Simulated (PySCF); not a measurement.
TiCl3: job file, command and log (PySCF 2.14; CASSCF of the metal shell, NEVPT2 and spin-orbit coupling).

```
{"job": {"kind": "lf", "basis": {"metal": "x2c-TZVPall", "ligand": "x2c-SVPall"}, "nevpt": true}, "charge": 0, "metal": "Ti", "open_shell": "d1"}
Ti     0.000000     0.000000     0.000000
Cl     2.190577     0.000011     0.000000
Cl    -1.095298     1.897090     0.000000
Cl    -1.095279    -1.897101    -0.000000
```

```bash
OMP_NUM_THREADS=1 python lf_run.py task.json out
```

```
basis functions 102, electrons 73, active (1e, 5o)
stage 1: DIIS on the effective Fock matrix, level shift 0.30
cycle   1  E = -2234.9187791484  dE = -2.235e+03  max|g| = 3.839e-01
cycle   2  E = -2234.5808583490  dE =  3.379e-01  max|g| = 1.146e+00
cycle   3  E = -2234.8936868259  dE = -3.128e-01  max|g| = 6.588e-01
cycle   4  E = -2235.1458308446  dE = -2.521e-01  max|g| = 1.898e-01
cycle   5  E = -2235.2130503843  dE = -6.722e-02  max|g| = 3.652e-02
cycle   6  E = -2235.2196360536  dE = -6.586e-03  max|g| = 3.004e-02
cycle   7  E = -2235.2213536056  dE = -1.718e-03  max|g| = 1.995e-02
cycle   8  E = -2235.2218556670  dE = -5.021e-04  max|g| = 5.426e-03
cycle   9  E = -2235.2218973569  dE = -4.169e-05  max|g| = 3.964e-03
cycle  10  E = -2235.2219161123  dE = -1.876e-05  max|g| = 1.655e-03
cycle  11  E = -2235.2219146543  dE =  1.458e-06  max|g| = 2.045e-03
cycle  12  E = -2235.2219158555  dE = -1.201e-06  max|g| = 1.892e-03
cycle  13  E = -2235.2219163956  dE = -5.400e-07  max|g| = 1.855e-03
cycle  14  E = -2235.2219169724  dE = -5.768e-07  max|g| = 1.698e-03
cycle  15  E = -2235.2219174852  dE = -5.128e-07  max|g| = 1.530e-03
cycle  16  E = -2235.2219176309  dE = -1.456e-07  max|g| = 1.510e-03
cycle  17  E = -2235.2219176011  dE =  2.979e-08  max|g| = 1.553e-03
cycle  18  E = -2235.2219175130  dE =  8.805e-08  max|g| = 1.614e-03
cycle  19  E = -2235.2219175871  dE = -7.406e-08  max|g| = 1.589e-03
cycle  20  E = -2235.2219178028  dE = -2.157e-07  max|g| = 1.483e-03
cycle  21  E = -2235.2219179202  dE = -1.174e-07  max|g| = 1.441e-03
cycle  22  E = -2235.2219180259  dE = -1.057e-07  max|g| = 1.392e-03
cycle  23  E = -2235.2219181253  dE = -9.939e-08  max|g| = 1.366e-03
cycle  24  E = -2235.2219182025  dE = -7.714e-08  max|g| = 1.303e-03
cycle  25  E = -2235.2219181803  dE =  2.220e-08  max|g| = 1.328e-03
cycle  26  E = -2235.2219181804  dE = -1.778e-10  max|g| = 1.327e-03
stage 2: quasi-Newton rotations from the point of smallest gradient
cycle  28  E = -2235.2219189899  dE = -7.874e-07  max|g| = 6.783e-04
cycle  29  E = -2235.2219193752  dE = -3.854e-07  max|g| = 1.219e-04
cycle  30  E = -2235.2219193998  dE = -2.456e-08  max|g| = 4.999e-05
cycle  31  E = -2235.2219194043  dE = -4.502e-09  max|g| = 1.124e-05
cycle  32  E = -2235.2219194045  dE = -1.787e-10  max|g| = 3.602e-06
converged average energy = -2235.2219194045

 mult deg   label        CASSCF/cm-1   NEVPT2/cm-1
   2   1   2A1'                0.0           0.0
   2   2   2E''             2849.3        4132.0
   2   2   2E'             13546.4       15122.9

spin-orbit levels / cm-1
      0.00  x2  2A1' 1.00
   4077.99  x2  2E'' 1.00
   4200.03  x2  2E'' 1.00
  15047.83  x2  2E' 1.00
  15209.83  x2  2E' 1.00
```

The job took 3.5 s on one thread of Arm Neoverse V2 (shared host), with 102 basis functions, launched as `OMP_NUM_THREADS=1 python lf_run.py task.json out`.

No frequencies were computed for the optimised geometry. Charge-transfer states lie outside this active space and may come lower than some of these levels. NEVPT2 lifts 2E'' from 2849 to 4132 cm⁻¹; on the d shell alone such lifts tend to overshoot. NEVPT2 on the d shell alone tends to put d–d bands too high for such charged or covalently bound ions.
